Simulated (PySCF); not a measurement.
C2H4F2, SMILES FCCF. Atoms are numbered in the order given.

```xyz
8

F     -1.4521    -0.1686    -0.5464
C     -0.6900     0.3070     0.5047
C      0.6900    -0.3070     0.5047
F      1.4521     0.1686    -0.5464
H     -1.1963     0.0606     1.4671
H     -0.6078     1.4145     0.4219
H      1.1963    -0.0606     1.4671
H      0.6078    -1.4145     0.4219
```
Charge 0, spin multiplicity 1.

The structure is a stationary point at PBE-D3(BJ)/def2-SVP. One conformer was computed; it need not be the lowest.

All values below come from PBE/def2-TZVPD in PySCF.

Computed frontier levels, gap, dipole moment and polarisability:
The highest occupied level is -7.85 eV and the lowest empty level is -0.32 eV. The orbital gap is 7.53 eV. The dipole moment is 2.51 D and the quadrupole, principal values (traceless, Buckingham form, about the centre of nuclear charge) is -4.66, 1.49, 3.17 D·Å. The mean static polarisability comes out as 32.0 bohr³ (4.74 Å³) and the polarisability, principal values is 30.6, 31.9, 33.4 bohr³.
